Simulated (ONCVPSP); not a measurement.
# chlorine (Cl): one change to an ONCV potential, before and after

```json
{"Element": "chlorine", "Generator": "ONCVPSP 4.0.1", "Type": "optimised norm-conserving Vanderbilt (ONCV)", "Functional": "PBE", "Relativity": "scalar-relativistic", "Frozen core": "[Ne]", "Valence charge": "7", "Reference configuration": "3s2 3p5", "Partial waves": "3s: rc 1.25 bohr, ncon 4, nbas 8, qcut 4.1 1/bohr, 3 projectors, debl 2 Ha; 3p: rc 1.45 bohr, ncon 4, nbas 8, qcut 4.8 1/bohr, 2 projectors, debl 1 Ha; d scattering state at 0.41 Ha: rc 1.20 bohr, ncon 5, nbas 8, qcut 7.9 1/bohr, 2 projectors, debl 1.9 Ha", "Local potential": "polynomial inside 1.05 bohr (lpopt 5, dvloc0 2 Ha)", "Core correction": "none"}
```

Change: s: qcut 5.6; p: qcut 6.5; d: qcut 10.7.

Cutoffs: the cutoffs (Ha) at which the residual kinetic energy of the hardest occupied pseudo-wave falls to 1 and 0.1 mHa per electron; they do not see the model core or the augmentation charge, which bear on the density cutoff. Errors are all-electron minus pseudo energies relative to the spin-unpolarised reference configuration.

Task: How do hardness, ghosts and transferability respond?

Result: The potential gets softer (84 Ha and 109 Ha → 16 Ha and 48 Ha); both files keep a bound ghost (s); the errors of the 4 common tests hardly move.

| quantity | base | changed |
| --- | --- | --- |
| cutoff, loose | 84 Ha | 16 Ha |
| cutoff, tight | 109 Ha | 48 Ha |
| loose cutoff by channel | s 84 Ha, p 7.6 Ha | s 16 Ha, p 11 Ha |
| bound ghosts | s | s |
| GHOST(+) flags under 300 eV | none | none |
| error for 3s2 3p4, meV [ΔE 13.88 eV] | -0.4 | -0.5 |
| error for 3s2 3p3, meV [ΔE 39.32 eV] | +6.3 | +5.6 |
| error for 3s2 3p2, meV [ΔE 77.63 eV] | +38 | +36 |
| error for 3s2 3p4.5, meV [ΔE 5.58 eV] | -0.4 | -0.5 |
| s: phases at 1.27 bohr within 0.05 rad from the reference energy up to (Ha; the scan ends near 5) | to the end of the scan | to the end of the scan |
| p: phases at 1.47 bohr within 0.05 rad from the reference energy up to (Ha; the scan ends near 5) | to the end of the scan | to the end of the scan |
| d: phases at 1.22 bohr within 0.05 rad from the reference energy up to (Ha; the scan ends near 5) | to the end of the scan | to the end of the scan |

Changed file: The cutoffs count occupied waves only; projector 2 of the d channel, the hardest unoccupied one, needs 51 Ha at the loose tolerance. A true bound ghost makes a file unfit for plane-wave use even where its test errors are small: the radial tests pick states by their node count and pass the ghost by.
